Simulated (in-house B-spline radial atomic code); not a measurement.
A fraction x of an electron is removed from 3d in the gallium ion Ga³⁺, starting from [Ar] 3d10 and keeping the highest spin. Level of theory: non-relativistic TPSS, spin-polarised, spherical fractional occupations, point nucleus; calculated with a radial B-spline atomic code at the basis-set limit.

```tsv
x	E(x) - E(0) (eV)	3d down level (eV)
0	0.0000	-52.730
0.09	4.8327	-54.668
0.22	12.1235	-57.504
0.25	13.8585	-58.165
0.4	22.8328	-61.501
0.5	29.0954	-63.756
0.62	36.9101	-66.493
0.67	40.2635	-67.644
0.86	53.5349	-72.069
0.99	63.1034	-75.145
1	63.8561	-75.383
```

The exact functional would give a straight line between the two integer points. Deviations E(x) - E(0) - x[E(1) - E(0)], in eV: -0.914 at x = 0.09, -1.925 at x = 0.22, -2.106 at x = 0.25, -2.71 at x = 0.4, -2.833 at x = 0.5, -2.681 at x = 0.62, -2.52 at x = 0.67, -1.381 at x = 0.86, -0.114 at x = 0.99.

The curve lies below the straight line by up to 2.833 eV (at x = 0.5): convex, the delocalisation error that favours fractional charges.

Question: How well does Slater's transition state (minus the level at half occupation) give the ionisation energy?

Answer: It gives 63.756 eV against 63.856 eV from the two total energies; NIST lists 63.24 eV, ground level to ground level.
